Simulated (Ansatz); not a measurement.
Relaxation of the cluster Al3B⁻ with UKS B3LYP-D4/def2-TZVPD.

```sh
$ ansatz run in.yaml --threads 4 --pin off --events-out ev --progress --plain --max-ram 3916MiB
```

```yaml
crystal:
  periodic: [false, false, false]
  atoms:
    - {symbol: B, position_ang: [1.989900, 0.428800, -0.154700]}
    - {symbol: Al, position_ang: [1.712000, -0.726200, -1.763000]}
    - {symbol: Al, position_ang: [0.000000, 0.000000, 0.000000]}
    - {symbol: Al, position_ang: [0.865900, 1.830000, -1.423300]}
basis:
  gaussian: {orbitals: def2-TZVPD}
total_charge: -1
magnetization: {spin_polarized: true, initial_magnetization: 1}
hamiltonian: {xc: {name: B3LYP}, dispersion: d4}
scf: {lower_state_search: "off"}
output: {orbitals: {seedname: orbitals}}
relax: {f_tol: 0.02, max_steps: 100}
```

It took 45 s on 4 threads of Arm Neoverse V1 on a shared host.

Positions (Å) and forces (eV/Å) at steps 1, 2, 3, 4, 5, 6, 7, 8, 10, 11, 13, 14, 15 of 15:

```xyz
4
step=1 energy=-20466.8634 eV
B     1.990    0.429   -0.155   -1.104    0.261   -0.424
Al    1.712   -0.726   -1.763    1.037   -1.200   -0.799
Al    0.000    0.000    0.000   -0.560   -0.742    1.614
Al    0.866    1.830   -1.423    0.627    1.681   -0.391
4
step=2 energy=-20467.5488 eV
B     1.894    0.447   -0.247   -1.032    0.280   -0.259
Al    1.815   -0.868   -1.787    0.583   -0.800   -0.439
Al   -0.036   -0.040    0.096    0.057   -0.288    0.717
Al    0.895    1.993   -1.402    0.392    0.809   -0.019
4
step=3 energy=-20467.9154 eV
B     1.756    0.481   -0.349   -0.286    0.129   -0.618
Al    1.922   -1.028   -1.814    0.259    0.030    0.071
Al   -0.048   -0.083    0.192   -0.281   -0.153    0.416
Al    0.938    2.163   -1.370    0.308   -0.006    0.132
4
step=4 energy=-20468.0523 eV
B     1.603    0.473   -0.478   -0.208   -0.090    0.274
Al    2.018   -1.006   -1.828    0.287   -0.464   -0.317
Al   -0.098   -0.131    0.349   -0.027   -0.003    0.182
Al    1.044    2.197   -1.384   -0.052    0.558   -0.139
4
step=5 energy=-20468.1373 eV
B     1.449    0.437   -0.593   -0.113   -0.153   -0.142
Al    2.166   -1.073   -1.883   -0.103    0.213    0.202
Al   -0.148   -0.121    0.501    0.224    0.127   -0.175
Al    1.101    2.290   -1.366   -0.008   -0.187    0.116
4
step=6 energy=-20468.1474 eV
B     1.464    0.426   -0.616   -0.140   -0.040    0.049
Al    2.160   -1.081   -1.864    0.025   -0.010   -0.005
Al   -0.132   -0.095    0.475    0.085    0.000   -0.022
Al    1.075    2.283   -1.336    0.030    0.050   -0.022
4
step=7 energy=-20468.1497 eV
B     1.423    0.419   -0.650   -0.156   -0.009    0.127
Al    2.179   -1.078   -1.858    0.036   -0.061   -0.042
Al   -0.131   -0.105    0.501    0.132    0.062   -0.098
Al    1.097    2.296   -1.335   -0.012    0.008    0.013
4
step=8 energy=-20468.1513 eV
B     1.413    0.415   -0.657   -0.062   -0.025    0.040
Al    2.187   -1.084   -1.859    0.005   -0.014    0.001
Al   -0.128   -0.098    0.503    0.064    0.025   -0.049
Al    1.096    2.299   -1.328   -0.007    0.013    0.007
4
step=10 energy=-20468.1527 eV
B     1.389    0.413   -0.692    0.039   -0.033   -0.021
Al    2.196   -1.108   -1.841   -0.013    0.006    0.017
Al   -0.110   -0.097    0.500   -0.023   -0.023    0.019
Al    1.093    2.324   -1.308   -0.003    0.050   -0.015
4
step=11 energy=-20468.1533 eV
B     1.365    0.425   -0.749    0.120    0.001   -0.107
Al    2.190   -1.157   -1.793   -0.030    0.052    0.032
Al   -0.072   -0.119    0.481   -0.103   -0.064    0.094
Al    1.085    2.384   -1.279    0.014    0.011   -0.019
4
step=13 energy=-20468.1547 eV
B     1.382    0.430   -0.724    0.021   -0.031   -0.016
Al    2.179   -1.142   -1.801   -0.019    0.027    0.021
Al   -0.082   -0.128    0.481   -0.005   -0.014    0.005
Al    1.089    2.373   -1.296    0.002    0.017   -0.010
4
step=14 energy=-20468.1527 eV rejected
B     1.405    0.439   -0.694   -0.073    0.050    0.129
Al    2.142   -1.111   -1.789    0.078   -0.148   -0.104
Al   -0.078   -0.162    0.468   -0.002   -0.012    0.014
Al    1.100    2.367   -1.327   -0.003    0.109   -0.039
4
step=15 energy=-20468.1553 eV
B     1.385    0.436   -0.718   -0.005    0.019    0.000
Al    2.163   -1.137   -1.790   -0.003   -0.005    0.002
Al   -0.076   -0.152    0.476    0.006   -0.003   -0.006
Al    1.096    2.385   -1.309    0.001   -0.012    0.004
```

The structure comes from a short search, and lower isomers may exist.
